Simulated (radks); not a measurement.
Valence configurations of the tantalum ion Ta+ (all share [Xe]). Calculated with a radial shooting solver on a logarithmic mesh with Libxc functionals: scalar-relativistic Kohn-Sham, r2SCAN, spin-unpolarised, spherical densities, finite nucleus; meta-GGA in the generalised Kohn-Sham scheme; Fermi nuclear charge, rms radius 5.3507 fm. Energies are relative to 4f14 5d3 6s1; eigenvalues in eV.

valence               E (eV)    e(4f)    e(5d)   e(6p)    e(6s)
4f14 5d3 6s1           0.000  -32.293  -10.414       -  -11.493
4f14 5d3 6s0.5 6p0.5   2.543  -33.047  -11.014  -6.765  -11.811
4f13.5 5d3 6s1 6p0.5  14.384  -38.710  -12.592  -7.180  -12.657
4f14 5d3 6p1           5.057  -33.776  -11.590  -7.125        -
4f13.5 5d3 6s0.5 6p1  17.106  -39.449  -13.183  -7.545  -12.967
4f14 5d2 6s2          -0.864  -34.992  -12.073       -  -12.686
4f12.5 5d4 6s0.5 6p1  47.154  -48.488  -14.686  -7.673  -13.372
4f12 5d3 6s1 6p2      75.387  -59.568  -19.711  -9.463  -16.088
4f12 5d3 6s0.5 6p2.5  78.696  -60.271  -20.279  -9.764  -16.385
4f13.5 5d3.5 6s1      11.857  -36.566  -11.105       -  -11.695

NIST lists [Xe] 4f14 5d3 6s1 as the ground configuration; this level of theory puts 4f14 5d2 6s2 lower, by 0.864 eV. The energies are those of spherical spin-averaged densities, not of single terms.
